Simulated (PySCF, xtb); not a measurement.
Ge(Cl)(Me)2(NH2) (C2H8ClGeN), SMILES [CH3][Ge]([CH3])([NH2])[Cl].

GFN2-xTB in xtb at its own geometry gives an orbital gap of 6.51 eV and a dipole moment of 3.58 D.

The structure is a stationary point at B3LYP-D3(BJ)/def2-SVP. Other conformers were not sampled.

Question: What does CAM-B3LYP/def2-TZVP (PySCF) give? (An estimate is asked for; the answer gives what the named calculation found.)

Answer: gap 10.34 eV (levels -9.03 and 1.31 eV), dipole 1.97 D.
